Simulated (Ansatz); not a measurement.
Reactions of C$_{2}$H$_{7}$NOSi, SMILES `CNC(=O)[SiH3]`.

Gas-phase electronic energies from Ansatz, PBE0-D4/def2-TZVP geometries. CCSD(T)/CBS adds triple-zeta CCSD(T) − MP2 to the extrapolated MP2 energy (def2 sets, frozen cores). This one scheme is used for every species. Functionals use def2-TZVPP. B3LYP here is the variant with VWN-RPA as its local correlation; programs differ in this. For V outer-core shells are correlated without core-valence functions, which leaves a few kJ/mol of doubt a bond. Scalar relativity is left out up to krypton. Each species was taken in one conformer, which may not be the lowest.

```tsv
reaction	CCSD(T)/CBS(def2) (kJ/mol)
`CNC(=O)[SiH3]` + H₂ → `CNC=O` + SiH₄	?
`CNC(=O)[SiH3]` → `C[Si]1(N)CO1`	-133
`CNC(=O)[SiH3]` + `[OH][AlH][SiH3]` → `[SiH3][O][AlH][SiH3]` + `CNC=O`	-123
`CNC(=O)[SiH3]` → `C[Si@H]1O[C@@H]1N`	?
`CNC(=O)[SiH3]` + `OB(O)F` → `OB(F)O[SiH3]` + `CNC=O`	-104
`CNC(=O)[SiH3]` + `CNC` → `CN(C)[SiH3]` + `CNC=O`	-60
`CNC(=O)[SiH3]` → `CNC=O` + `[SiH2]`	220
`CNC(=O)[SiH3]` → `OC1C[SiH2]N1`	?
`CNC(=O)[SiH3]` + `[SiH3]S` → `O=C([SiH3])S[SiH3]` + CH₃NH₂	44
`CNC(=O)[SiH3]` + `[NH]=[V]([NH2])([NH2])[NH2]` → `C[N]=[V]([NH2])([NH2])[NH2]` + `NC(=O)[SiH3]`	-18
```

(1) Fill in the missing values. (Best estimate.)

Largest T1 diagnostic: 0.032, for `[NH]=[V]([NH2])([NH2])[NH2]`, so its coupled-cluster energy is less sure.

Answers

(1) Computed: `CNC(=O)[SiH3]` + H₂ → `CNC=O` + SiH₄: -36.0 kJ/mol; `CNC(=O)[SiH3]` → `C[Si@H]1O[C@@H]1N`: -19.0 kJ/mol; `CNC(=O)[SiH3]` → `OC1C[SiH2]N1`: -20.3 kJ/mol.
